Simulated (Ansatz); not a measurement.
System: GeO, charge 1, doublet. GeO+ (parent SMILES [O]=[Ge], doublet).
B3LYP-D3(BJ)/def2-TZVP minimum from Ansatz (a program for electronic structure):
```xyz
2

Ge     0.0000     0.0000    -0.3569
O      0.0000     0.0000     1.4274
```
Charge +1, spin multiplicity 2.

Total energies in cc-pVQZ, 9 correlated electrons, 15 frozen orbitals. UHF or UKS for unpaired electrons; spin-orbit terms are left out. Correlated methods leave the cores frozen (noble-gas shells, and filled d and f shells in the p block). No relativity. The spin of GeO+ (parent SMILES [O]=[Ge], doublet) was assumed, and the state is the lowest solution found for it.

| method | program | energy (Eh) | minus CCSDT(Q) (mEh) |
|---|---|---|---|
| HF | Ansatz | -2149.97531 | 300.35 |
| MP2 | Ansatz | -2150.24498 | 30.68 |
| CCSD | Ansatz | -2150.26245 | 13.21 |
| CCSD(T) | Ansatz | -2150.27403 | 1.62 |
| CCSDT(Q) | Ansatz | -2150.27566 | 0.00 |

Rough core times of Ansatz's runs on a shared machine: CCSD(T) 2 min, CCSDT(Q) 10 min.
